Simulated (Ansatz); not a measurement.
Relaxation of ClF₂H₇NOSiTa (14 atoms, charge 0, multiplicity 1), to a largest force component of 0.03 eV/Å in at most 50 steps.

Level of theory: Ansatz 0.2.0, RKS PBE/def2-SVP.

```xyz
14
Properties=species:S:1:pos:R:3
Ta -0.790 0.439 -0.145
F 2.222 -0.267 0.376
N -0.237 0.724 1.767
H 0.702 0.485 2.120
H -0.657 1.394 2.422
F -1.194 0.572 -2.031
Cl -2.823 1.466 0.366
O -0.268 -1.380 -0.293
H -0.152 -2.072 0.378
Si 1.045 2.102 -0.876
H 1.977 1.401 -1.855
H 0.412 3.231 -1.652
H 1.933 2.718 0.174
H 2.411 -0.152 -0.532
```

Where does it end, and by what steps?

It converged. After 31 steps the energy has fallen by 0.211 eV; H12 moved furthest, 1.46 Å.

```tsv
step	energy less start (eV)	largest force component (eV/Å)	accepted
0	0.0000	0.749	yes
2	-0.0628	0.981	yes
4	-0.0595	1.332	no
6	-0.1027	0.076	yes
8	-0.1210	0.339	yes
10	-0.1296	0.872	no
12	-0.1601	0.140	yes
14	-0.1748	0.144	yes
16	-0.1882	0.174	yes
18	-0.1948	0.091	yes
20	-0.2024	0.320	yes
22	-0.1992	0.311	no
24	-0.2040	0.411	no
26	-0.2099	0.064	yes
28	-0.2107	0.039	yes
30	-0.2112	0.034	yes
31	-0.2113	0.025	yes
```

```xyz
14
Properties=species:S:1:pos:R:3
Ta -1.006 0.512 -0.142
F 2.580 -0.526 0.787
N 0.008 0.570 1.585
H 0.929 0.105 1.676
H -0.119 1.225 2.364
F -1.892 1.005 -1.782
Cl -2.763 1.567 1.008
O -0.461 -1.216 -0.622
H -0.376 -2.154 -0.383
Si 0.939 2.072 -1.024
H 2.315 1.577 -0.577
H 1.054 2.241 -2.517
H 0.813 3.437 -0.391
H 2.560 0.247 0.235
```

Whether the end is a true minimum wasn't checked by a vibrational analysis.

The run took 37 s on 4 threads of AMD EPYC 9R45 96-Core Processor (Zen 5), with other jobs on the host, peak memory 0.28 GiB.
